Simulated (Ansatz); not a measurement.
## Cost against result

The pair of F⁻ (SMILES [F-], atom 1) and CH3Cl (SMILES CCl, atoms 2–6), both closed shells, in one local arrangement (a lower one may exist), relaxed at PBE0-D4/def2-TZVPD:

F1  (0.294, -0.558, -2.249)
C2  (-0.167, 0.127, 0.338)
Cl3  (1.152, -0.089, 1.556)
H4  (0.157, -0.197, -0.704)
H5  (-0.428, 1.185, 0.363)
H6  (-1.008, -0.467, 0.697)
(Å)

Interaction energies are counterpoise-corrected; the time is that of the whole pair.

Ansatz 0.2.0; basis: as named in each row; cores frozen in the correlated methods. B3LYP uses VWN-RPA correlation. Extrapolation: Hartree–Fock as exp(−7.88 √X), correlation as X^−2.97.

Times are rough, for one single point on 2 threads of a shared host (Intel Xeon Platinum 8488C).

The estimate by CCSD(T) at an estimated basis limit (MP2 extrapolated from triple and quadruple zeta, plus CCSD(T) − MP2 in triple zeta) is -18.23 kcal/mol.

```tsv
method	basis	time (s)	interaction energy (kcal/mol)	method less estimate
HF	STO-3G	under 1	-24.82	-6.59
SPW92	def2-SVP	under 1	-27.15	-8.91
PBE-D4	STO-3G	under 1	-30.56	-12.33
B3LYP-D4	6-31G	under 1	-25.41	-7.17
PBE-D4	def2-SVP	under 1	-22.59	-4.36
PBE0-D4	def2-SVP	under 1	-22.75	-4.52
CCSD(T)	def2-SVP	under 1	-16.61	1.63
PBE-D4	def2-TZVPPD	1	-19.35	-1.11
revPBE-D4	def2-TZVPPD	1	-17.90	0.34
BLYP-D4	def2-TZVPPD	1	-17.72	0.51
PBE0-D4	def2-TZVPPD	1	-19.60	-1.36
wB97M-V	def2-SVP	2	-20.77	-2.54
B3LYP-D4	def2-TZVPPD	2	-18.49	-0.26
HSE06-D4	def2-TZVPPD	2	-19.62	-1.39
r2SCAN-D4	def2-TZVPPD	2	-19.83	-1.60
B2PLYP	def2-TZVPPD	3	-17.40	0.83
wB97X-V	def2-TZVPPD	4	-18.06	0.17
wB97M-V	def2-TZVPPD	4	-18.29	-0.05
B97M-V	def2-TZVPPD	4	-18.79	-0.55
MP2	def2-QZVPPD	8	-17.56	0.68
CCSD(T)	def2-TZVPPD	24	-17.10	1.13
```

The T1 diagnostic stays at or below 0.023.
